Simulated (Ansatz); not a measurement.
Abridged output of a molecular run in Ansatz:

```
Functional definition: HF
1287 factors; integrals over basis functions are off by at most 8.2e-4 eV
mean field evaluation 1: about -34962.6168 eV, gradient 2.9e1 eV
mean field evaluation 2: about -34962.9787 eV, gradient 2.9e1 eV
mean field evaluation 4: about -34965.3920 eV, gradient 3.2e0 eV
mean field evaluation 8: about -34965.4343 eV, gradient 3.3e-1 eV
mean field -34965.43466934 eV, -1284.9560236756 hartree, gradient 1.7e-6 eV, S^2 0.000000; 0 other end points of the search recorded, 0 dependent functions left out
17 core orbitals not correlated: weight in the atoms' cores, before any rotation towards them, 1.000 or more for the frozen orbitals, at most 0.000 for the correlated occupied ones
reference -34965.43466934 eV, -1284.9560236756 hartree; 14, 14 occupied and 185, 185 virtual orbitals, 1287 factors
second order -21.44826688 eV of doubles, -0.00000000 eV of singles
cycle   1  -21.99128292 eV  change   -5.4e-1 eV  update   1.0e-1
cycle   2  -22.54789640 eV  change   -5.6e-1 eV  update   3.1e-2
cycle   3  -22.66299622 eV  change   -1.2e-1 eV  update   1.4e-2
cycle   4  -22.65804387 eV  change    5.0e-3 eV  update   3.8e-3
cycle   5  -22.65978567 eV  change   -1.7e-3 eV  update   1.5e-3
cycle   6  -22.66060887 eV  change   -8.2e-4 eV  update   4.2e-4
cycle   7  -22.66070536 eV  change   -9.6e-5 eV  update   1.3e-4
cycle   8  -22.66078868 eV  change   -8.3e-5 eV  update   3.6e-5
cycle   9  -22.66080598 eV  change   -1.7e-5 eV  update   1.2e-5
perturbative correction -1.09655213 eV, -0.0402975477 hartree
Total energy: -34989.19202746 eV, -1285.8290904830 hartree
```

Its atoms:

```xyz
7

C     0.015    0.016   -2.011
C     0.016   -0.028   -0.807
Si    0.027   -0.121    0.998
Cl    1.348    1.245    1.732
Cl   -1.841    0.289    1.701
H     0.012    0.058   -3.077
H     0.423   -1.459    1.464
```

Question: Which basis set was used?
A. def2-QZVPP
B. cc-pV(D+d)Z
C. def2-TZVPP
D. def2-SVP

Answer: C. It gives 216 functions.

Question: Write the keys of the input that set method, charge and spin (a neutral closed shell needs none for the last two).

Answer: 
```yaml
correlation: {method: ccsd_t}
```
